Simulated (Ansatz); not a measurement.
Cost and result for the atomization energy of CH$_{5}$ClOSeSi, SMILES `OC[SiH](Cl)[SeH]` (10 atoms, 9 bonds).

```json
{"atom": "O1", "x (Å)": "-1.3326", "y (Å)": "-1.5354", "z (Å)": "0.4878"}
{"atom": "C2", "x (Å)": "-0.3033", "y (Å)": "-0.9171", "z (Å)": "-0.2621"}
{"atom": "Si3", "x (Å)": "0.2399", "y (Å)": "0.7443", "z (Å)": "0.4444"}
{"atom": "Cl4", "x (Å)": "-1.3912", "y (Å)": "1.9853", "z (Å)": "0.5424"}
{"atom": "Se5", "x (Å)": "1.9499", "y (Å)": "1.6316", "z (Å)": "-0.7533"}
{"atom": "H6", "x (Å)": "-1.0005", "y (Å)": "-1.7370", "z (Å)": "1.3664"}
{"atom": "H7", "x (Å)": "0.5811", "y (Å)": "-1.5615", "z (Å)": "-0.3704"}
{"atom": "H8", "x (Å)": "-0.6996", "y (Å)": "-0.7604", "z (Å)": "-1.2693"}
{"atom": "H9", "x (Å)": "0.7701", "y (Å)": "0.5858", "z (Å)": "1.8217"}
{"atom": "H10", "x (Å)": "1.1863", "y (Å)": "1.5643", "z (Å)": "-2.0076"}
```

Charge 0, multiplicity 1. Correlated methods include outer-core shells of Se, which these sets cover unevenly. Scalar relativity is left out up to krypton. Geometry: relaxed with PBE0-D4/def2-TZVP. It is one conformer, not always the lowest. Program: Ansatz. All runs use 4 threads of an Arm Neoverse V1 on a shared host. Times are those of one run each, without the atoms' runs, and a repeat can differ threefold. Electronic energies, without spin–orbit coupling; frozen cores. CCSD(T)/CBS adds CCSD(T) − MP2 in def2-TZVPP to the MP2 limit, and its time is that of the two runs behind it. T1 = 0.010. With those shells the extrapolation isn't a true limit.

CCSD(T)/CBS is a level of theory with its own doubt, some kJ/mol a heavy atom from the limit and from the frozen cores, so smaller differences don't rank the functionals.

```tsv
level	functions	wall time
revPBE-D4/def2-TZVPP	264	2.7 s
BLYP-D4/def2-TZVPP	264	2.7 s
PBE0-D4/def2-TZVPP	264	4.9 s
CAM-B3LYP-D4/def2-TZVPP	264	6 s
r2SCAN-D4/def2-TZVPP (with forces)	264	7 s
PBE-QIDH/def2-TZVPP	264	8 s
r2SCANh-D4/def2-TZVPP	264	8 s
B2PLYP/def2-TZVPP	264	8 s
CCSD(T)/def2-SVP	121	11 s
B97M-V/def2-TZVPP	264	13 s
MP2/def2-QZVPP	493	32 s
CCSD(T)/def2-TZVPP	264	5.3 min
CCSD(T)/CBS(def2)	–	5.9 min
```

What atomization energy does each give, and how far from CCSD(T)/CBS? (Best estimate.)

Ansatz gave: 
| level | atomization (kcal/mol) | difference from CCSD(T)/CBS | per bond |
| --- | --- | --- | --- |
| revPBE-D4/def2-TZVPP | 794.1 | -10.2 | -1.1 |
| BLYP-D4/def2-TZVPP | 794.5 | -9.8 | -1.1 |
| PBE0-D4/def2-TZVPP | 799.9 | -4.4 | -0.5 |
| CAM-B3LYP-D4/def2-TZVPP | 798.3 | -6.0 | -0.7 |
| r2SCAN-D4/def2-TZVPP (with forces) | 804.4 | 0.1 | 0.0 |
| PBE-QIDH/def2-TZVPP | 794.2 | -10.1 | -1.1 |
| r2SCANh-D4/def2-TZVPP | 798.7 | -5.6 | -0.6 |
| B2PLYP/def2-TZVPP | 786.9 | -17.4 | -1.9 |
| CCSD(T)/def2-SVP | 741.4 | -62.9 | -7.0 |
| B97M-V/def2-TZVPP | 802.5 | -1.8 | -0.2 |
| MP2/def2-QZVPP | 808.2 | 3.9 | 0.4 |
| CCSD(T)/def2-TZVPP | 778.3 | -26.0 | -2.9 |
| CCSD(T)/CBS(def2) | 804.3 | 0.0 | 0.0 |

From PBE to PBE0 (25 % exact exchange), in def2-TZVPP and without D4, the atomization energy moves by −13.6 kcal/mol: exact exchange takes away binding that semilocal exchange gives to molecules. In def2-TZVPP, CCSD(T) changes the Hartree–Fock value by +212.0 kcal/mol (the triples alone add +13.7 kcal/mol) and MP2 by +226.6 kcal/mol; breaking electron pairs costs correlation energy, which Hartree–Fock lacks. Leaving LDA and LC-ωPBE aside and taking each functional with its dispersion term where it has one, the values, not all of them listed here, spread over 41.7 kcal/mol, from BHLYP-D4 to PBE-D4. LDA lies +115.5 kcal/mol from PBE without D4, its usual overbinding.

For some Ge, Se and Sn compounds the MP2-based and the directly extrapolated limit differ by 10 to 25 kJ/mol.
